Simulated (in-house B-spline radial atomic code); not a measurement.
Successive ionisation energies of platinum; each step leads to the configuration of the next row (after the last: [Kr] 4d10 4f14 5s2 5p1). Dirac energy differences include first-order Breit, QED and recoil terms. NIST's values go from ground level to ground level; the uncertainty of those that are theory runs from under 0.1 % in few-electron ions to several per cent in heavy many-electron ones. Computed with an all-electron radial atomic-structure program (B-spline basis): Dirac-Hartree-Fock, average of the configuration, finite nuclei.

| ion | configuration | ionisation energy (eV) | tabulated value (eV) | tabulated kind | computed minus tabulated (eV) | highest orbital | largest mean radius (bohr) |
| --- | --- | --- | --- | --- | --- | --- | --- |
| Pt | [Xe] 4f14 5d9 6s1 | 7.5 | 8.95883 | measured | -1.5 | 6s1/2 | 3.1388 |
| Pt+ | [Xe] 4f14 5d9 | 17.9 | 18.56 | measured | -0.6 | 5d5/2 | 1.6511 |
| Pt2+ | [Xe] 4f14 5d8 | 30.5 | 29 | tabulated theory | 1.5 | 5d5/2 | 1.5633 |
| Pt3+ | [Xe] 4f14 5d7 | 44.1 | 43 | tabulated theory | 1.1 | 5d5/2 | 1.4954 |
| Pt4+ | [Xe] 4f14 5d6 | 58.6 | 56 | tabulated theory | 2.6 | 5d5/2 | 1.4399 |
| Pt5+ | [Xe] 4f14 5d5 | 74.0 | 75 | tabulated theory | -1.0 | 5d5/2 | 1.3929 |
| Pt6+ | [Xe] 4f14 5d4 | 90.2 | 91 | tabulated theory | -0.8 | 5d5/2 | 1.352 |
| Pt7+ | [Xe] 4f14 5d3 | 107.0 | 109 | tabulated theory | -2.0 | 5d5/2 | 1.3158 |
| Pt8+ | [Xe] 4f14 5d2 | 124.4 | 126 | tabulated theory | -1.6 | 5d5/2 | 1.2833 |
| Pt9+ | [Xe] 4f14 5d1 | 142.5 | 144.9 | semi-empirical | -2.4 | 5d5/2 | 1.2537 |
| Pt10+ | [Xe] 4f14 | 224.2 | 220.4 | semi-empirical | 3.8 | 5p3/2 | 1.0445 |
| Pt11+ | [Kr] 4d10 4f14 5s2 5p5 | 246.0 | 245 | tabulated theory | 1.0 | 5p3/2 | 1.0298 |
| Pt12+ | [Kr] 4d10 4f14 5s2 5p4 | 268.1 | 269 | tabulated theory | -0.9 | 5p3/2 | 1.0163 |
| Pt13+ | [Kr] 4d10 4f14 5s2 5p3 | 290.7 | 293 | tabulated theory | -2.3 | 5p3/2 | 1.0035 |
| Pt14+ | [Kr] 4d10 4f14 5s2 5p2 | 313.7 | 332 | tabulated theory | -18.3 | 5p3/2 | 0.99126 |

Where is the largest jump?

From Pt to Pt+, by a factor of 2.41 (7.4501 to 17.939 eV); the highest orbital goes from 6s1/2 to 5d5/2.

Where a p, d or f electron is removed, the computed value is a mean over both j, so it misses the tabulated one by a part of the spin-orbit splitting; averaging over terms and missing correlation add to the gap, relatively most at low charge.
